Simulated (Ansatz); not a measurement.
Mulliken charges of CH₄NOSb (`O=C[NH][SbH2]`) from r2SCAN/def2-TZVPP in Ansatz (PBE0-D4/def2-TZVP geometry).

```json
{"atom": "O1", "x (Å)": "-0.472", "y (Å)": "1.580", "z (Å)": "-1.024", "charge (e)": "-0.407"}
{"atom": "C2", "x (Å)": "0.416", "y (Å)": "1.278", "z (Å)": "-0.248", "charge (e)": "0.298"}
{"atom": "N3", "x (Å)": "0.389", "y (Å)": "0.143", "z (Å)": "0.460", "charge (e)": "-0.431"}
{"atom": "Sb4", "x (Å)": "-1.323", "y (Å)": "-0.976", "z (Å)": "0.134", "charge (e)": "0.561"}
{"atom": "H5", "x (Å)": "1.297", "y (Å)": "1.925", "z (Å)": "-0.082", "charge (e)": "0.045"}
{"atom": "H6", "x (Å)": "1.167", "y (Å)": "-0.096", "z (Å)": "1.055", "charge (e)": "0.164"}
{"atom": "H7", "x (Å)": "-0.777", "y (Å)": "-1.633", "z (Å)": "-1.350", "charge (e)": "-0.097"}
{"atom": "H8", "x (Å)": "-0.605", "y (Å)": "-2.278", "z (Å)": "1.000", "charge (e)": "-0.134"}
```

**Question.** By hand: the dipole of these point charges (1 e Å = 4.8032 D).

**Answer.** Σ q r = (-0.188, -0.337, 0.386) e Å, of length 0.546 e Å = 2.62 D.

**Question.** How does the dipole of the full density compare? (An estimate is asked.)

**Answer.** Computed: (0.291, -0.328, 0.446) e Å, 3.00 D; the point charges give 0.87 times that, at 48° from its direction.

Point charges leave out the atoms' own dipoles, such as those of lone pairs, and Mulliken's split depends on the basis, so the two needn't agree.
